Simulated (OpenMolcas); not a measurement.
# Re III: effect of the active space

| Property | Result |
| --- | --- |
| Program | OpenMolcas 26.06 |
| Method | CASSCF or its RAS form |
| Basis | ANO-RCC-VTZP |
| Scalar Hamiltonian | DKH2, point nucleus |
| Spin-orbit coupling | state interaction with AMFI integrals over the reference wave functions, term energies averaged over their components |

A. 5 electrons in 5 orbitals (5d); 2S+1 = 6 even, 1 root; 2S+1 = 4 even, 24 roots; 2S+1 = 2 even, 75 roots; cost about 27 core-seconds
B. 5 electrons in 6 orbitals (5d 6s); 2S+1 = 6 even, 6 roots; 2S+1 = 4 even, 84 roots (64 in the spin-orbit step); 2S+1 = 2 even, 184 roots (129 in the spin-orbit step); cost about 2 core-minutes
C. 11 electrons in 8 orbitals (RAS1 5p, at most 2 holes; RAS2 5d); 2S+1 = 6 even, 1 root; 2S+1 = 4 even, 24 roots; 2S+1 = 2 even, 75 roots; cost of the order of 50 core-seconds
D. 5 electrons in 9 orbitals (RAS2 5d 6s; RAS3 6p, at most 2 electrons); 2S+1 = 6 even, 6 roots; 2S+1 = 4 even, 84 roots kept (CI in the orbitals of an earlier block); 2S+1 = 2 even, 83 roots kept (CI in the orbitals of an earlier block); 2S+1 = 6 odd, 36 roots (15 in the spin-orbit step); 2S+1 = 4 odd, 88 roots kept (CI in the orbitals of an earlier block, 31 in the spin-orbit step); 2S+1 = 2 odd, 81 roots kept (CI in the orbitals of an earlier block, 1 in the spin-orbit step); cost about 5 core-minutes

Energies in cm-1 above 5d5 6S 5/2, the measured ground level; measured values from the list in Brasseur, Gamrath and Quinet, At. Data Nucl. Data Tables 157, 101636 (2024).

```tsv
Level	A	B	C	D	Measured
5d5 6S 5/2	0.0	0.0	0.0	0.0	0.0
5d5 4G 7/2 [55 %]	22710	21319	22834	22137	16890
5d5 4G 11/2	23171	22220	23535	23067	18020
5d5 4G 9/2	23672	22641	24033	23439	18346
5d5 4P 1/2 [51 %]	26273	22192	24939	22486	
5d5 4D 7/2 [75 %]	28546	25619	28196	26104	20453
5d5 4D 1/2 [62 %]	31263	26695	30581	26880	
5d5 2I 11/2	32542	31915	33486	33406	26170
5d5 2I 13/2	34674	34302	35942	35873	28588
5d5 4F 5/2 [60 %]	40059	36967	39100	37419	30302
```

Deviations, from unrounded energies. A percentage is the sum of absolute deviations over the sum of measured energies, with the sign that they share, or ± where signs differ.

| Against measurement | Levels | A | B | C | D |
| --- | --- | --- | --- | --- | --- |
| mean absolute deviation (cm-1) | 7 | 6700 | 5200 | 6900 | 6100 |
| other terms of the ground configuration (%) | 7 | +29.4 | +22.8 | +30.5 | +26.9 |

B lies closest to measurement on these levels and C furthest from it. The largest miss of B in the table is 5d5 4F 5/2 [60 %], by +6700 cm-1. The ranking rests on the paired levels alone, and a cruder setting can come out closer through cancelling errors.

The spin-orbit steps hold different terms of 5d5 (B lacks a 2D, 2P; D lacks a 2D, a 2G, 2P), which shifts levels as well.

Among A to D the level of the table that moves most is 5d5 4D 1/2 [62 %], by 4600 cm-1 (lowest in B, highest in A).

Without dynamic correlation excited terms often stand tens of per cent too high (terms of higher spin than the ground term too low), and those without a measured partner can miss by more than the paired ones. Configurations with an s electron lie low in 5d ions of this charge, fall among these levels and mix in, so low-spin terms can stand far too high, up to twice their true height, and weights are not those of the real levels (holds for A). Some levels mix across a computed gap that differs much from the measured one, so their mixing is not that of the real levels (holds for A; C). Some high roots are left out of the spin-orbit mixing, which shifts the levels that they would mix with (holds for B; D). Configurations are named by rounded mean occupations; where the s occupation lies near a half they are strongly mixed, a name can repeat and a true partner stay unpaired (holds for B; D). Active for correlation alone: 5p; no level in the range computed is led by a configuration that opens it, so any true level of that kind is missing (holds for C). Terms from blocks run as CI alone lack orbitals of their own (holds for D). Computed and measured levels are paired by configuration, term and J; levels that our copy of the source lacks, or whose pairing is in doubt (as where it misses far off the trend of its configuration), stay unpaired and out of the deviations. Only configurations of the active space appear. Levels that lie high or do not pair safely by name in every column are left out.

A share in square brackets marks a mixed level and gives the weight of the term that names it, the lowest over the columns.
